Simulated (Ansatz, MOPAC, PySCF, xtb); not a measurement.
Complex: CH4 (SMILES C) (first 5 atoms) with GeH4 (SMILES [GeH4]); geometry from B3LYP-D3(BJ)/def2-TZVP, rigid monomers moved along the line of their centres of mass till C1···Ge6 is 3.43 Å.
(charge 0, multiplicity 1):
```xyz
10

C      0.102    -0.069    -0.203
H     -0.575    -0.846     0.150
H      0.165    -0.109    -1.290
H     -0.275     0.907     0.102
H      1.091    -0.227     0.224
Ge    -0.081     0.055     3.222
H      0.530     1.365     2.705
H     -0.177     0.106     4.754
H      0.807    -1.126     2.805
H     -1.486    -0.125     2.628
```

Interaction energies are E(AB) − E(A) − E(B) at the monomers' geometry in the complex; basis-set methods are counterpoise corrected. Rows marked so take none.

Rows in 6-31G* carry no dispersion term and start afresh at each structure (6-31G* with six Cartesian d functions); the Pople sets are all-electron and without relativity. The state that PM6 reach isn't checked.

Programs: Ansatz (Gaussian basis) for Hartree–Fock, density functionals and correlated methods; MOPAC for PM6 (differences of heats of formation); PySCF for 6-31G* rows, the dispersion terms; xtb for the GFN methods. Each number belongs to the level named beside it.

Question: One of these levels gives 2.05 kcal/mol for the interaction energy. Which?
A. HF/6-31G* (no counterpoise)
B. PM6
C. PBE-D4/def2-TZVPPD
D. GFN2-xTB

Answer: A, HF/6-31G* (no counterpoise). The others give 0.89 (PM6), -1.16 (GFN2-xTB), -0.30 (PBE-D4/def2-TZVPPD)

Ansatz is a first-principles code.
